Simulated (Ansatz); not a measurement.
Coupled-cluster diagnostics for trans-PtH2(AsH3)2 (As₂PtH₈), Ansatz.

Geometry of the singlet (r2SCAN-D4/def2-SVP):

```csv
atom,x (Å),y (Å),z (Å)
Pt1,0.000,-0.012,-0.050
H2,-0.202,-0.364,-1.652
As3,-0.400,-2.244,0.552
H4,-1.154,-2.551,1.824
H5,0.824,-3.088,0.821
H6,-1.124,-3.205,-0.363
H7,0.205,0.340,1.558
As8,0.399,2.242,-0.564
H9,1.340,3.061,0.288
H10,-0.802,3.155,-0.494
H11,0.913,2.669,-1.920
```

In the def2 sets Pt takes a core potential; there is no spin–orbit coupling. Correlated methods freeze 18 core orbitals; core or outer-core shells of Pt, As are correlated, in sets that lack core-valence functions.

Estimate the CCSD(T) correlation energy, the shares of MP2 and (T), T1 and the reference's ⟨S²⟩ for: charge 0, singlet, own geometry in def2-SVP; and the rough time on 4 threads of Arm Neoverse V1 on a shared host.


| state | basis | correlation (eV) | MP2 share (%) | (T) share (%) | T1 | ⟨S²⟩ (pure) | wall time |
| --- | --- | --- | --- | --- | --- | --- | --- |
| charge 0, singlet, own geometry | def2-SVP | -26.111 | 98.0 | 3.1 | 0.015 | 0.00 (0.00) | 38 s |
Customary marks for T1 are 0.02 (closed shells), 0.045 (open shells) and about 0.05 (3d metals). T1 stays under 0.02 throughout.
